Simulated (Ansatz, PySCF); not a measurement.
This triplet lies 0.78 eV below the relaxed singlet at the level B3LYP/cc-pVTZ // B3LYP-D3(BJ)/def2-TZVP (Ansatz, a quantum-chemistry and plane-wave program).

B3LYP has the VWN-RPA correlation part, as in Gaussian. 

# C$_{3}$H$_{4}$N, SMILES `C#C[N+]C` (lower triplet) (charge 1, multiplicity 3)

Computed with B3LYP-D3(BJ)/def2-TZVP in PySCF 2.14.0.

- highest occupied spin orbital: -13.81 eV
- total energy: -171.1274 Ha
- cost: very roughly 90 core-seconds

Bonds (Å): C1–C2 1.288, C1–H5 1.072, C2–N3 1.180, N3–C4 1.413, C4–H6 1.093, C4–H7 1.093, C4–H8 1.093. Angles (°): C2–C1–H5 179.7, C1–C2–N3 180.0, C2–N3–C4 180.0, N3–C4–H6 108.7, N3–C4–H7 108.7, N3–C4–H8 108.7, H6–C4–H7 110.2, H6–C4–H8 110.2, H7–C4–H8 110.2.
Charge +1, spin multiplicity 3.
